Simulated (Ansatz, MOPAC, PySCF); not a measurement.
Dimer: H4SeSi (SMILES [SiH3][SeH]) (first 6 atoms) with HF (SMILES F); geometry from B3LYP-D3(BJ)/def2-TZVP, rigid monomers moved along the line of their centres of mass till Se2···H8 is 2.12 Å.
(charge 0, multiplicity 1):
```xyz
8

Si     0.61403    -1.35464     0.86011
Se    -0.47344     0.68384     0.98736
H      0.05015    -2.15992    -0.24271
H      2.01750    -0.99594     0.57953
H      0.48859    -2.07773     2.13964
H     -1.75220     0.08040     1.39748
F      0.77966     0.67439     3.76918
H      0.32867     0.78392     2.95194
```

Interaction energies are E(AB) − E(A) − E(B) at the monomers' geometry in the complex; basis-set methods are counterpoise corrected. Rows marked so take none.

Cores are frozen in the correlated methods. Filled d and f shells under p-block atoms count as core. CBS: X⁻³ extrapolation of the correlation energy, Hartree–Fock from the larger set. Rows in 3-21G, 6-31G* carry no dispersion term and start afresh at each structure (6-31G* with six Cartesian d functions); the Pople sets are all-electron and without relativity. The state reached by PM3, PM6 isn't checked.

The values were computed with Ansatz (a program for electronic structure) with Gaussian orbitals; MOPAC for PM3, PM6 (differences of heats of formation); PySCF for 3-21G rows, 6-31G* rows, the dispersion terms. Values without a source in brackets are computed.

Other levels give for the interaction energy: PBE/def2-TZVPPD -5.10; B3LYP/def2-TZVPPD -3.48; B3LYP-D3(BJ)/def2-TZVPPD -5.13; wB97M-V/def2-TZVPPD -4.35; CCSD(T)/CBS(def2-SVPD, def2-TZVPPD) -3.43 kcal/mol.

Common cheap choices:

```csv
level,interaction energy (kcal/mol),"less -3.43 (CCSD(T)/CBS(def2-SVPD, def2-TZVPPD))"
PM3,-3.90,-0.47
PM6,4.91,8.34
HF/3-21G (no counterpoise),-1.70,1.73
HF/6-31G*,1.28,4.71
HF/6-31G* (no counterpoise),-0.85,2.58
BP86/6-31G* (no counterpoise),-5.41,-1.98
B3LYP/3-21G (no counterpoise),-6.58,-3.15
M06-2X/6-31G* (no counterpoise),-5.33,-1.90
```
